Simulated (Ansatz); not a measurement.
A nudged elastic band was laid between two geometries of CH3FSSi (7 atoms, charge 0, multiplicity 1).

Theory: Ansatz, UHF/def2-SVP.

```yaml
movable_images: 7
climbing_image: yes
spring: 5.0 eV/Å²
optimiser: quadratic models (default)
start_path: through a guess of the saddle point
force_threshold: 0.03 eV/Å
iteration_limit: 60
end_points: relaxed
```

Initial state:

```xyz
7
Properties=species:S:1:pos:R:3
F -1.893 0.109 0.429
C -0.814 0.148 -0.377
Si 0.880 -0.030 0.359
S -0.091 -1.510 -0.781
H -1.029 0.735 -1.262
H 0.985 -0.208 1.812
H 2.023 0.688 -0.225
```

Final state:

```xyz
7
Properties=species:S:1:pos:R:3
F -1.711 -0.301 0.175
C -0.547 0.295 -0.127
Si 0.794 0.666 1.195
S 0.680 -0.990 -0.724
H -0.708 1.003 -0.935
H 0.325 -0.451 2.093
H 1.228 -0.291 -1.721
```

(1) Which bonds break or form, and what moves?

(2) What energy profile does the band end with?

(3) What is the geometry of the highest image?

## Answers

(1) Bonds broken: Si3–H7. Bonds formed: S4–H7.

(2) It converged. The highest image is number 3 of 0 to 8, 2.44 eV above the first end and 1.09 eV above the last; the last end lies 1.34 eV above the first. The profile has 2 maxima (images 3, 7) with wells between them (image 5): this band takes more than one step, which may be the mechanism or a detour left from its start path. A structure lower than the last end lies on the path between it and the top, so the climb from that side starts below the end, which may itself be a saddle point or a shallow side well. A vibrational analysis at the climbing image gives one clearly imaginary mode, 1765i cm⁻¹: a first-order saddle point.

```csv
image,path coordinate (Å),energy (eV),Si3–H7 (Å),S4–H7 (Å)
0,0.00,0.00,1.47,3.10
1,0.64,0.56,1.44,2.76
2,1.28,1.55,1.48,2.55
3,1.93,2.44,1.63,1.69
4,2.87,1.52,2.55,1.34
5,3.82,1.33,2.90,1.33
6,4.76,1.47,2.87,1.33
7,5.71,1.62,2.83,1.34
8,6.65,1.34,3.10,1.33
```

(3) 
```xyz
7
Properties=species:S:1:pos:R:3
F -1.700 -0.242 0.459
C -0.698 0.185 -0.343
Si 0.909 0.684 0.600
S 0.283 -1.160 -1.034
H -1.113 0.830 -1.110
H 0.754 -0.071 1.878
H 1.627 -0.294 -0.496
```

Run time: 2.2 min on 2 threads of Arm Neoverse V2 (shared host), peak memory 0.21 GiB.
